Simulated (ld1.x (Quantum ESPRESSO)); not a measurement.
## Which change was made? (Yb, ultrasoft)

ytterbium, ultrasoft, made with ld1.x (Quantum ESPRESSO) 7.5 (PBE, scalar-relativistic). Core [Kr] 4d10 4f13, reference 5s2 5p6 5d1 6s2 6p0. Waves: 5s (bound): rcut 1.70, rcutus 2.30 bohr; 6s (bound): rcut 1.70, rcutus 2.30 bohr; 5p (bound): rcut 1.85, rcutus 2.15 bohr; 6p (bound, empty): rcut 1.85, rcutus 2.15 bohr; 5d (bound): rcut 2.75, rcutus 3.15 bohr; 5d channel at 0.9 Ry: rcut 2.75, rcutus 3.15 bohr. Local part: all-electron potential smoothed inside 2.00 bohr (lloc = -2). Core correction: none. Augmentation charge: built from norm-conserving waves at rcut, not smoothed further.

Cutoffs, loose and tight: the cutoffs (Ry, on a coarse ladder) from which the occupation-weighted sum of valence levels, in a spherical-Bessel basis at the reference potential, stays within 10 and 1 mRy of its value at 400 Ry. They do not see the model core or the augmentation charge, which bear on the density cutoff. Test errors are all-electron minus pseudo excitation energies from the reference, over the configurations 5s2 5p6 5d1 6s1 6p0; 5s2 5p6 5d1 6s0 6p0; 5s2 5p6 5d0 6s0 6p0; 5s2 5p6 5d2 6s1 6p0; 5s2 5p5 5d1 6s2 6p0; 5s2 5p6 5d1 6s1.5 6p0; 5s2 5p6 5d1.5 6s1.5 6p0; variants that change the core or the reference have their own tests. The largest error is taken over the tests solved by every variant that gives reliable tests at all, those not shown here included: 5s2 5p6 5d0 6s0 6p0; 5s2 5p6 5d1 6s0 6p0; 5s2 5p6 5d1 6s1 6p0; 5s2 5p6 5d2 6s1 6p0.

The base gives: outcome: generated, misses its reference levels by 2.12 eV; bound ghosts: not determined; largest test error (meV): +2633.

Q: After one change the result is: outcome: generated, misses its reference levels by 2.21 eV; bound ghosts: not determined; largest test error (meV): +2750. Which change was it?
A. local potential all-electron potential smoothed inside 2.26 bohr (lloc = -2)
B. type RRKJ; waves now 5s (bound): rc 2.30 bohr; 5p (bound): rc 2.15 bohr; 5d (bound): rc 3.15 bohr; local potential all-electron potential smoothed inside 2.15 bohr (lloc = -1)
C. functional PBEsol

A: A. The others give: type RRKJ; waves now 5s (bound): rc 2.30 bohr; 5p (bound): rc 2.15 bohr; 5d (bound): rc 3.15 bohr; local potential all-electron potential smoothed inside 2.15 bohr (lloc = -1) → outcome: generated, misses its reference levels by 0.99 eV; cutoff, loose: 18 Ry; cutoff, tight: 25 Ry; bound ghosts: none; largest test error (meV): +4683 | functional PBEsol → outcome: generated, misses its reference levels by 2.13 eV; bound ghosts: not determined; largest test error (meV): +2632.
